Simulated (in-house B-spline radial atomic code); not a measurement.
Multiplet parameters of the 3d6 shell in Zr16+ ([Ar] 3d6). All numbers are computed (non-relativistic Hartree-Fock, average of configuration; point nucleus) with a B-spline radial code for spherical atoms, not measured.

Slater integrals: F^2 = 247761 cm⁻¹, F^4 = 158693 cm⁻¹. Central-field spin-orbit parameter ζ(3d) = 9848 cm⁻¹ (bare central field on non-relativistic orbitals, without two-electron terms: too large for light atoms, too small for heavy ones).

**Question.** What are Racah's B and C?

**Answer.** B = F^2/49 - 5F^4/441 = 3257 cm⁻¹, C = 35F^4/441 = 12595 cm⁻¹, C/B = 3.87.

**Question.** Where do the terms lie in LS coupling, without spin-orbit interaction?

**Answer.** In cm⁻¹ above the Hund's-rule term (some of the terms):
| term | expression | energy |
| --- | --- | --- |
| 5D | 0B + 0C | 0 |
| 3H | 4B + 4C | 63407 |
| 3G | 9B + 4C | 79693 |
| 3D | 16B + 4C | 102492 |
| 1I | 6B + 6C | 95111 |

**Question.** Is LS coupling a fair picture here?

**Answer.** Fits to spectra need these integrals scaled down, since correlation screens the repulsion. Here ζ is 3.02 times B, so the coupling is intermediate: spin-orbit interaction mixes the terms, and LS labels name only the largest part.
